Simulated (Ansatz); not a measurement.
C2H9AlSn, SMILES `[CH3][SnH]([CH3])[AlH2]`, relaxed with RKS PBE0-D4/def2-TZVP in Ansatz 0.2.0 from a PBE-D4/def2-SVP geometry. The force threshold is 0.005 eV/Å; the program also tests the step.

Total charge 0; spin multiplicity 1. Sn: def2 effective core potential.

Start:

```xyz
13

C     1.389   -1.423   -0.480
Sn    0.385    0.456    0.009
C    -1.227    0.678   -1.458
Al   -0.546    0.539    2.515
H     2.308   -1.543    0.127
H     0.709   -2.272   -0.277
H     1.663   -1.425   -1.552
H     1.521    1.738   -0.318
H    -0.794    0.619   -2.475
H    -1.732    1.656   -1.338
H    -1.969   -0.134   -1.333
H    -0.728    1.923    3.311
H    -0.979   -0.814    3.267
```

Task: How much energy does the relaxation release, and in how many steps? (Best estimate.)

Result: Computed: 0.05 eV, in 30 steps, 3 of them rejected.

Task: Which bonds change most? (Estimate.)

Result: The calculation gave: Sn2–C3 from 2.191 to 2.155 Å; C1–Sn2 from 2.186 to 2.154 Å; Sn2–H8 from 1.744 to 1.725 Å; C1–H5 from 1.107 to 1.090 Å.

Task: Give the relaxed structure. (An estimate is asked.)

Result: The calculation gave: 
```xyz
13

C     1.278   -1.493   -0.497
Sn    0.370    0.394    0.006
C    -1.163    0.775   -1.461
Al   -0.515    0.525    2.516
H     2.099   -1.715    0.185
H     0.541   -2.294   -0.431
H     1.666   -1.453   -1.515
H     1.580    1.600   -0.232
H    -0.720    0.775   -2.457
H    -1.632    1.742   -1.281
H    -1.928   -0.001   -1.415
H    -1.597    1.611    2.945
H     0.022   -0.468    3.637
```
